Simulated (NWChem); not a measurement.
System: CH4F2Ge; SMILES [CH3][GeH]([F])[F]

The following NWChem deck was run.

```
start job
memory heap 200 mb stack 900 mb global 1100 mb
geometry units angstroms noautoz
  Ge     0.000103    -0.051590     0.241599
  C     -0.001592     1.758792    -0.404756
  F     -1.368046    -0.881505    -0.426544
  F      1.369027    -0.879203    -0.427811
  H      0.000985    -0.322004     1.748707
  H     -0.879438     2.297855    -0.021313
  H      0.911020     2.277742    -0.079109
  H     -0.037286     1.748781    -1.503112
end
basis spherical
  * library 6-31g*
end
dft
  xc b3lyp
  iterations 150
  mulliken
end
task dft energy
```

All runs use the structure optimised with PBE0/def2-SVP.

What results follow from this input? (B3LYP/6-31G* (spherical d).) Quantities: basis functions; energy (Ha); highest occupied level (eV); orbital gap (eV); dipole (D).


```yaml
number_of_basis_functions: 82
energy (Ha): -2317.03
highest occupied level (eV): -8.94
orbital gap (eV): 9.61
dipole (D): 3.10
```
